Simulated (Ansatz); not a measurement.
Ag₂Te₄, relaxed as a singlet with RKS PBE0-D4/def2-SVP in Ansatz, starting from the GFN2-xTB geometry. Force threshold 0.02 eV/Å.

In the def2 sets Ag, Te take a core potential; there is no spin–orbit coupling. The restricted singlet is unstable towards broken spin symmetry in Hartree–Fock (as tested in another run); at PBE0-D4/def2-SVP this wasn't settled. Another isomer (singlet) lies 1.89 eV lower at PBE0-D4/def2-TZVP; other spin states weren't run for this one.

Start:

| atom | x (Å) | y (Å) | z (Å) |
| --- | --- | --- | --- |
| Ag1 | 0.379 | 0.582 | -0.350 |
| Ag2 | 0.425 | 3.257 | 0.839 |
| Te3 | -1.022 | -0.662 | 1.373 |
| Te4 | -1.791 | -0.207 | -1.199 |
| Te5 | 0.407 | -1.788 | -1.519 |
| Te6 | 1.601 | -1.182 | 0.856 |

| step | energy (eV) | largest force component (eV/Å) | SCF passes |
| --- | --- | --- | --- |
| 1 | -37172.0676 | 6.394 | 26 |
| 2 | -37173.8922 | 1.340 | 38 |
| 3 | -37174.1418 | 1.088 | 37 |
| 4 | -37174.2891 | 0.444 | 38 |
| 5 | -37174.3871 | 0.348 | 31 |
| 6 | -37174.4573 | 0.215 | 31 |
| 7 | -37174.5114 | 0.240 | 34 |
| 8 | -37174.5718 | 0.185 | 35 |
| 9 | -37174.6185 | 0.125 | 31 |
| 10 | -37174.6500 | 0.065 | 32 |
| 11 | -37174.6533 | 0.164 | 28 |
| 14 | -37174.6745 | 0.060 | 31 |
| 17 | -37174.7045 | 0.109 | 28 |
| 20 | -37174.7664 | 0.289 | 29 |
| 23 | -37174.9123 | 0.359 | 28 |
| 26 | -37175.0497 | 0.230 | 27 |
| 29 | -37175.2599 | 0.294 | 28 |
| 32 | -37175.3601 | 0.290 | 29 |
| 35 | -37175.4178 | 0.115 | 28 |
| 38 | -37175.4352 | 0.065 | 29 |
| 41 | -37175.4567 | 0.075 | 30 |
| 44 | -37175.4589 | 0.005 | 29 |
| 45 | -37175.4591 | 0.005 | 29 |

Force components are those of the run's own axes.

End:

Cartesian coordinates in Å:
```
Ag -0.063 2.674 -0.718
Ag 2.374 1.480 -0.005
Te -1.194 -2.149 1.732
Te -1.417 -2.480 -0.932
Te 0.294 -0.080 -1.395
Te 0.006 0.555 1.318
```

Bonds lost: Ag1–Te3, Ag1–Te4 (atoms count from 1). Bonds formed: Ag2–Te5, Ag2–Te6 (atoms count from 1).

The force fell under the threshold at step 43, but the optimiser went on. No frequencies were taken in this run, so the end may be a saddle point.

It took 5.5 min on 4 threads of Arm Neoverse V2 on a shared host, peak host memory 0.72 GiB.
